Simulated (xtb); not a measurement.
C₃H₈N (SMILES [CH2]N(C)C), doublet, from a rough starting geometry; GFN2-xTB in xtb.

The xtb input:
```
$ xtb mol.xyz --gfn 2 --uhf 1 --opt vtight --json

# file mol.xyz
12

N     -0.00883226     0.10298965     0.45776739
C      0.07374414     1.51454872    -0.02720164
C      1.21024139    -0.56288540    -0.01041687
C     -1.19061445    -0.54375481    -0.03504211
H      0.86919688     2.03721832     0.32943112
H     -0.82039381     2.02570260     0.27739953
H      1.34065754    -0.53963526    -1.18566762
H      1.22939005    -1.59050417     0.33664192
H      2.08310847    -0.08063302     0.32176165
H     -1.29783934    -0.58514825    -1.17263903
H     -2.06547362    -0.04746302     0.35505923
H     -1.11358885    -1.61890410     0.39466731
```

Write the output that xtb gives for this input, abridged.


```
   ID    Z sym.   atoms
    1    7 N      1
    2    6 C      2-4
    3    1 H      5-12

           -------------------------------------------------
          |                Calculation Setup                |
           -------------------------------------------------

           -------------------------------------------------
          |                 G F N 2 - x T B                 |
           -------------------------------------------------

          ...................................................
          :                      SETUP                      :
          :.................................................:
          :  # basis functions                  24          :
          :  # atomic orbitals                  24          :
          :  # shells                           16          :
          :  # electrons                        25          :
          :  max. iterations                   250          :
          :  Hamiltonian                  GFN2-xTB          :
          :  restarted?                      false          :
          :  GBSA solvation                  false          :
          :  PC potential                    false          :
          :  electronic temp.          300.0000000     K    :
          :  accuracy                    1.0000000          :
          :  -> integral cutoff          0.2500000E+02      :
          :  -> integral neglect         0.1000000E-07      :
          :  -> SCF convergence          0.1000000E-05 Eh   :
          :  -> wf. convergence          0.1000000E-03 e    :
          :  Broyden damping             0.4000000          :
          :  net charge                          0          :
          :  unpaired electrons                  1          :
          ...................................................

 iter      E             dE          RMSdq      gap      omega  full diag
   1    -13.4321688 -0.134322E+02  0.276E+00    9.13       0.0  T
   2    -13.4716418 -0.394730E-01  0.231E+00    8.54       1.0  T
   3    -13.4825457 -0.109039E-01  0.133E+00    8.93       1.0  T
   4    -13.4827764 -0.230722E-03  0.316E-01    8.94       1.0  T
   5    -13.4828531 -0.766336E-04  0.654E-02    8.93       1.0  T
   6    -13.4828585 -0.549296E-05  0.231E-02    8.94       1.2  T
   7    -13.4828597 -0.113625E-05  0.402E-03    8.94       7.2  T
   8    -13.4828598 -0.121137E-06  0.104E-03    8.94      27.9  T
   9    -13.4828598 -0.432696E-09  0.153E-04    8.94     188.5  T
[...]
 * total energy  :   -13.3431749 Eh     change       -0.5155712E-03 Eh
 * total energy  :   -13.3433692 Eh     change       -0.1942639E-03 Eh
 * total energy  :   -13.3434321 Eh     change       -0.6292280E-04 Eh
 * total energy  :   -13.3434527 Eh     change       -0.2061486E-04 Eh
 * total energy  :   -13.3434687 Eh     change       -0.1594746E-04 Eh
 * total energy  :   -13.3434786 Eh     change       -0.9933304E-05 Eh
 * total energy  :   -13.3434819 Eh     change       -0.3310070E-05 Eh
 * total energy  :   -13.3434829 Eh     change       -0.9504955E-06 Eh
 * total energy  :   -13.3434832 Eh     change       -0.3611159E-06 Eh
 * total energy  :   -13.3434836 Eh     change       -0.3144210E-06 Eh
 * total energy  :   -13.3434838 Eh     change       -0.1917373E-06 Eh
 * total energy  :   -13.3434838 Eh     change       -0.9198559E-07 Eh
   *** GEOMETRY OPTIMIZATION CONVERGED AFTER 15 ITERATIONS ***
         :: total energy             -13.343483845726 Eh    ::
[...]
     8   1 H        0.924     0.041     2.436     2.441
     9   1 H        0.925     0.053     2.282     2.362
    10   1 H        0.923     0.033     2.544     2.494
    11   1 H        0.925     0.053     2.281     2.362
    12   1 H        0.924     0.041     2.436     2.441

 Mol. C6AA /au·bohr⁶  :       1041.579310
 Mol. C8AA /au·bohr⁸  :      21367.666812
 Mol. α(0) /au        :         49.344624

Wiberg/Mayer (AO) data.
largest (>0.10) Wiberg bond orders for each atom

 ---------------------------------------------------------------------------
     #   Z sym  total        # sym  WBO       # sym  WBO       # sym  WBO
 ---------------------------------------------------------------------------
     1   7 N    3.397 --     2 C    1.331     4 C    1.016     3 C    1.016
     2   6 C    3.368 --     1 N    1.331     5 H    0.981     6 H    0.981
     3   6 C    3.983 --     1 N    1.016     9 H    0.981     8 H    0.980
                             7 H    0.970
     4   6 C    3.983 --     1 N    1.016    11 H    0.981    12 H    0.980
                            10 H    0.970
     5   1 H    1.000 --     2 C    0.981
     6   1 H    1.000 --     2 C    0.981
     7   1 H    0.999 --     3 C    0.970
     8   1 H    0.998 --     3 C    0.980
     9   1 H    0.997 --     3 C    0.981
    10   1 H    0.999 --     4 C    0.970
    11   1 H    0.997 --     4 C    0.981
    12   1 H    0.998 --     4 C    0.980
 ---------------------------------------------------------------------------

Topologies differ in total number of bonds
Writing topology from bond orders to xtbtopo.mol

molecular dipole:
                 x           y           z       tot (Debye)
 q only:        0.000      -0.538      -0.064
   full:        0.000      -0.584      -0.075       1.497
molecular quadrupole (traceless):
                xx          xy          yy          xz          yz          zz
 q only:        1.912      -0.036      -1.247      -0.018      -0.062      -0.664
  q+dip:        1.991      -0.036      -1.323      -0.020       0.572      -0.668
   full:        2.181      -0.036      -1.244      -0.022       0.613      -0.938

optimized geometry written to: xtbopt.xyz

           -------------------------------------------------
          | TOTAL ENERGY              -13.343483845726 Eh   |
          | GRADIENT NORM               0.000075997341 Eh/α |
          | HOMO-LUMO GAP               7.924974746770 eV   |
           -------------------------------------------------
```
